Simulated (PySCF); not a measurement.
## Correlation energy of B (boron, neutral)

[He] 2s2 2p1, 2P determinant. Calculation: PySCF 2.14, in def2-QZVPPD (8s4p4d2f1g, 63 functions); no relativity, point nucleus. Frozen: nothing; 5 electrons correlated.

| level | correlation energy (mhartree) |
| --- | --- |
| CCSD | -85.61 |
| (T) | -1.73 |
| CCSD(T) | -87.34 |

Diagnostics: T1 = 0.012, D1 = 0.0279, largest double amplitude 0.091.

Cost of the coupled-cluster step: about 7 core-seconds, for 5 correlated electrons.

This basis was not built for core-valence correlation, so the inner-shell part is incomplete.
